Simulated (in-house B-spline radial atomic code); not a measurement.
**RPA and G0W0 on wB97X: Al VII (Al6+)**

Configuration [He] 2s2 2p3, highest spin, mean-field start wB97X. Computed with a B-spline radial code for spherical atoms: all electrons, scalar-relativistic (spin-free one-electron X2C), finite nucleus, each spin shell either full or empty, empty states to l = 9 with an (l + 1/2)⁻⁴ tail; G0W0 by contour deformation at full frequency.

Command:
```bash
python run_gw.py task.json out
```
Settings (radii: box in bohr, nucleus in fm):
```
Z                        13
electrons                7
configuration            [He] 2s2 2p3
hamiltonian              x2c
method                   wb97x
lmax                     9
rms_radius               3.061
spin_polarised           True
box_radius               9.29
intervals                68
```

Time taken, with all properties: 1.5 s on 1 thread of AMD EPYC 7R43 64-Core Processor, with other jobs on the host.

Energies (hartree):

```json
{"term": "mean-field total", "value": "-223.82061"}
{"term": "Hartree-Fock functional on these orbitals", "value": "-223.55451"}
{"term": "direct second order", "value": "-0.40284"}
{"term": "second-order exchange", "value": "0.19015"}
{"term": "SOSEX correction", "value": "0.1748"}
```

Question: What is the RPA correlation energy, and what remains with SOSEX?

Answer: RPA gives -0.36747 hartree (-1.43 eV per electron); RPA + SOSEX gives -0.19268, and the second-order doubles -0.21269 hartree (no singles). SOSEX takes back 48 % of the RPA value.

Quasi-particle levels (eV):

```csv
level,occupied,mean field,Σx - vxc,Σc,QP weight,G0W0
2p up,yes,-228.78,-14.69,?,?,?
2s down,yes,-249.84,-7.03,-2.86,0.977,-259.74
1s down,yes,-1705.71,-63.74,15.13,0.931,-1754.32
2p down,no,-200.35,14.20,-4.00,0.981,-190.15
```

G0W0 = mean field + (Σx - vxc) + Σc, with Σc (partial-wave tail included) taken at the quasi-particle energy. Levels of low weight are left out.

Question: Where does G0W0 put 2p up?

Answer: At -242.04 eV, with Σc = 1.43 eV and a quasi-particle weight of 0.976. The tabulated removal energy is 241.76 ± 0.09 eV (NIST, semi-empirical); the calculation leaves out spin-orbit coupling, Breit and QED terms, and what these don't explain is the method's own error.
